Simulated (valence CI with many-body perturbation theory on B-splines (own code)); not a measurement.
**Energy levels of Eu32+**

Calculated by configuration interaction combined with many-body perturbation theory (CI+MBPT): three valence electrons over a frozen Dirac-Fock core [Ar] 3d10, radial functions for each j: 11 s, 11 p, 10 d, 8 f, 5 g, 2 h, with the one-electron correlation potential Σ1 (screened to all orders), the two-electron term Σ2, the three-electron term Σ3, Breit, model QED; selected single and double excitations, second order for the rest, scaled by the run's own slope (own B-spline code, finite nucleus).

No measured spectrum was set against this ion. As an estimate, large intervals hold to a few tenths of a per cent, small ones and those within an open d or f shell to about a per cent.

Levels 91 to 135 of 179, with energies above the lowest level, (4s^2 4p1/2) J=1/2. "Leading %" is the weight of the configuration and term that name the level; weights of strongly mixed levels are sums over their largest components and can fall short. In the jj column 3d3/2^4 stands for four electrons in 3d with j = 3/2.

| No. | Configuration | Term | J | E (× 10³ cm⁻¹) | Leading % | Leading jj | g |
| --- | --- | --- | --- | --- | --- | --- | --- |
| 91 | 4s 4p 4f | 4F | 7/2 | 3265.2 | 49 | 4s 4p3/2 4f5/2 (60 %) | 1.204 |
| 92 | 4s 4p 4f | 4F | 9/2 | 3269.6 | 34 | 4s 4p3/2 4f7/2 (36 %) | 1.274 |
| 93 | 4s 4p 4f | 4D | 3/2 | 3271.1 | 78 | 4s 4p3/2 4f5/2 (81 %) | 1.048 |
| 94 | 4s 4p 4f | 4D | 1/2 | 3272.7 | 99 | 4s 4p3/2 4f5/2 (99 %) | 0.000 |
| 95 | 4s 4d2 | 2D | 5/2 | 3278.7 | 30 | 4s 4d5/2^2 (45 %) | 1.244 |
| 96 | 4s 4d2 | 2F | 5/2 | 3285.3 | 50 | 4s 4d3/2 4d5/2 (33 %) | 0.985 |
| 97 | 4s 4p 4f | 2F | 7/2 | 3306.7 | 49 | 4s 4p3/2 4f7/2 (72 %) | 1.165 |
| 98 | 4s 4p 4f | 2F | 5/2 | 3325.1 | 55 | 4s 4p3/2 4f5/2 (47 %) | 0.970 |
| 99 | 4s 4d2 | 2F | 7/2 | 3328.6 | 50 | 4s 4d5/2^2 (37 %) | 1.130 |
| 100 | 4s 4d2 | 2P | 1/2 | 3336.3 | 51 | 4s 4d3/2 4d5/2 (51 %) | 1.199 |
| 101 | 4s 4p 4f | 2G | 9/2 | 3371.4 | 83 | 4s 4p3/2 4f7/2 (53 %) | 1.111 |
| 102 | 4s 4p 4f | 2D | 3/2 | 3383.7 | 55 | 4s 4p3/2 4f7/2 (46 %) | 0.844 |
| 103 | 4s 4d2 | 2S | 1/2 | 3405.3 | 56 | 4s 4d5/2^2 (76 %) | 1.551 |
| 104 | 4s 4d2 | 2P | 3/2 | 3406.9 | 54 | 4s 4d5/2^2 (50 %) | 1.178 |
| 105 | 4s 4p 4f | 2G | 9/2 | 3431.4 | 54 | 4s 4p3/2 4f7/2 (53 %) | 1.133 |
| 106 | 4s 4p 4f | 2G | 7/2 | 3434.7 | 29 | 4s 4p3/2 4f5/2 (48 %) | 1.045 |
| 107 | 4s 4p 4f | 2D | 5/2 | 3438.8 | 71 | 4s 4p3/2 4f7/2 (78 %) | 1.186 |
| 108 | 4s 4p 4f | 2D | 3/2 | 3442.8 | 63 | 4s 4p3/2 4f5/2 (56 %) | 0.853 |
| 109 | 4s 4p 4f | 2F | 5/2 | 3457.4 | 20 | 4s 4p3/2 4f5/2 (35 %) | 0.990 |
| 110 | 4s 4p 4f | 2G | 7/2 | 3457.9 | 42 | 4s 4p3/2 4f7/2 (37 %) | 0.981 |
| 111 | 4p2 4f | 4G° | 5/2 | 3549.3 | 29 | 4p1/2^2 4f5/2 (76 %) | 0.813 |
| 112 | 4p2 4f | 2F° | 7/2 | 3581.3 | 29 | 4p1/2^2 4f7/2 (91 %) | 1.132 |
| 113 | 4p 4d2 | 4G° | 5/2 | 3651.4 | 53 | 4p1/2 4d3/2^2 (73 %) | 0.731 |
| 114 | 4p 4d2 | 4G° | 7/2 | 3709.4 | 60 | 4p1/2 4d3/2 4d5/2 (88 %) | 1.011 |
| 115 | 4p 4d2 | 2D° | 5/2 | 3727.0 | 27 | 4p1/2 4d3/2 4d5/2 (85 %) | 1.048 |
| 116 | 4p 4d2 | 2H° | 9/2 | 3731.7 | 43 | 4p1/2 4d3/2 4d5/2 (80 %) | 1.009 |
| 117 | 4p 4d2 | 4D° | 1/2 | 3733.8 | 54 | 4p1/2 4d3/2^2 (92 %) | 0.558 |
| 118 | 4p 4d2 | 2D° | 3/2 | 3736.6 | 36 | 4p1/2 4d3/2 4d5/2 (66 %) | 0.828 |
| 119 | 4p 4d2 | 4P° | 1/2 | 3759.9 | 50 | 4p1/2 4d3/2 4d5/2 (99 %) | 1.860 |
| 120 | 4p 4d2 | 2D° | 3/2 | 3761.2 | 29 | 4p1/2 4d3/2^2 (67 %) | 1.013 |
| 121 | 4p 4d2 | 2G° | 7/2 | 3805.1 | 20 | 4p1/2 4d5/2^2 (44 %) | 1.123 |
| 122 | 4p 4d2 | 4F° | 5/2 | 3814.8 | 21 | 4p1/2 4d3/2 4d5/2 (72 %) | 1.076 |
| 123 | 4p 4d2 | 4G° | 9/2 | 3816.4 | 39 | 4p1/2 4d5/2^2 (68 %) | 1.145 |
| 124 | 4p 4d2 | 4D° | 7/2 | 3826.0 | 31 | 4p1/2 4d3/2 4d5/2 (46 %) | 1.205 |
| 125 | 4p 4d2 | 4D° | 3/2 | 3835.3 | 42 | 4p1/2 4d3/2 4d5/2 (60 %) | 1.110 |
| 126 | 4p2 4f | 2G° | 7/2 | 3850.1 | 70 | 4p1/2 4p3/2 4f5/2 (83 %) | 0.919 |
| 127 | 4p 4d2 | 4D° | 5/2 | 3850.5 | 25 | 4p1/2 4d5/2^2 (46 %) | 1.111 |
| 128 | 4p 4d2 | 4P° | 3/2 | 3862.4 | 46 | 4p1/2 4d5/2^2 (55 %) | 1.588 |
| 129 | 4p2 4f | 2D° | 5/2 | 3869.6 | 31 | 4p1/2 4p3/2 4f5/2 (54 %) | 1.040 |
| 130 | 4p2 4f | 4G° | 9/2 | 3871.6 | 47 | 4p1/2 4p3/2 4f7/2 (42 %) | 1.118 |
| 131 | 4p2 4f | 2H° | 11/2 | 3873.1 | 53 | 4p1/2 4p3/2 4f7/2 (87 %) | 1.154 |
| 132 | 4p2 4f | 4F° | 5/2 | 3878.4 | 36 | 4p1/2 4p3/2 4f5/2 (52 %) | 0.966 |
| 133 | 4p2 4f | 4F° | 9/2 | 3878.7 | 50 | 4p1/2 4p3/2 4f7/2 (90 %) | 1.224 |
| 134 | 4p2 4f | 4G° | 7/2 | 3879.9 | 26 | 4p1/2 4p3/2 4f7/2 (68 %) | 1.136 |
| 135 | 4p2 4f | 4F° | 3/2 | 3880.4 | 71 | 4p1/2 4p3/2 4f5/2 (91 %) | 0.563 |

Where two levels of one J and parity lie close, their mixing, g and order are uncertain.
